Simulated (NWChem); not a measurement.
Correlation energy of hydronium (H3O (+1))

```
O
H 1 0.9860
H 1 0.9860 2 112.06
H 1 0.9860 2 112.06 3 -126.98
```
Charge +1, spin multiplicity 1.

All runs are NWChem calculations. The geometry was optimised at B3LYP/def2-SVP, a minimum by its harmonic frequencies.

Basis set: def2-QZVP. Each correlation energy counts from its own Hartree-Fock reference.

The correlated methods keep 1 core orbital frozen. Coupled-cluster values serve here as a point of comparison, not as the truth.

Task: For the correlation energy, MP2 gives -276.1 mHa and SCS-MP2 gives -276.9 mHa. What do CCSD, CR-CCSD[T], CR-CCSD(T) give?

Result: CCSD: -282.2 mHa; CR-CCSD[T]: -289.4 mHa; CR-CCSD(T): -289.2 mHa.
